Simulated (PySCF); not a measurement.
C₃H₇ClOSi, SMILES C=C(Cl)[Si@@H](C)O. Atoms are numbered in the order given.

```xyz
13

C      1.6426    -0.1194     1.2479
C      0.8747    -0.0703     0.1588
Cl     1.4648    -0.6610    -1.3814
Si    -0.8933     0.5702     0.0862
C     -2.0387    -0.8347    -0.3272
O     -1.3066     1.1710     1.5915
H      1.2365     0.2476     2.1958
H      2.6618    -0.5189     1.2347
H     -0.9356     1.6512    -0.9429
H     -3.0705    -0.4838    -0.4827
H     -1.6951    -1.3384    -1.2444
H     -2.0392    -1.5712     0.4917
H     -0.9729     2.0449     1.8167
```

Geometry: ωB97X-D3(BJ)/def2-SVP. The structure was generated by enumeration; whether it is a known compound was not checked. One conformer was computed; it need not be the lowest.

The numbers are results of PBE0/pcSseg-1 (PySCF), not measurements.

GIAO shieldings, no solvent; atoms alike by connectivity are averaged. δ = σ(ref) − σ: ¹³C against TMS (σ = 186.3 ppm); ³⁵Cl against HCl (σ = 945.9 ppm); ²⁹Si against TMS (σ = 352.7 ppm); ¹⁷O against H2O (σ = 334.2 ppm); ¹H against TMS (σ = 31.56 ppm), references at their B3LYP-D3(BJ)/def2-TZVP geometries, non-relativistic (without spin–orbit terms, shifts of atoms bonded to Cl or Br come out too high).

### Question
Estimate the chemical shifts. (Estimate from the structure and the level; the computed values follow.)

### Answer

```tsv
nucleus	atoms	count	δ (ppm)
¹³C	C2	1	158.7
¹³C	C1	1	136.5
¹³C	C5	1	-1.4
³⁵Cl	Cl3	1	229.1
²⁹Si	Si4	1	-8.7
¹⁷O	O6	1	34.1
¹H	H7, H8	2	6.53
¹H	H9	1	5.16
¹H	H13	1	1.54
¹H	H10, H11, H12	3	0.70
```
